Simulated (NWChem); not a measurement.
# Lowest excitation of ClFGe

```xyz
3

Ge    -0.5848    -0.3018     0.0000
F      0.6007    -1.5890     0.0000
Cl     0.7827     1.4093     0.0000
```
Charge 0, spin multiplicity 1.

The numbers come from NWChem runs, not from measurements. The geometry was optimised at PBE0/def2-SVP, a minimum by its harmonic frequencies.

Basis set: def2-SVPD.

The Hamiltonian is non-relativistic. The correlated methods keep 15 core orbitals frozen. B3LYP has NWChem's definition, with VWN1-RPA local correlation. The structure started from a generated list of species. Coupled-cluster values serve here as a point of comparison, not as the truth.

### Question
For the lowest vertical singlet excitation energy, CIS gives 5.06 eV and TD-PBE gives 4.19 eV. What do TD-B3LYP, EOM-CCSD give?

### Answer
TD-B3LYP: 4.42 eV; EOM-CCSD: 4.67 eV.
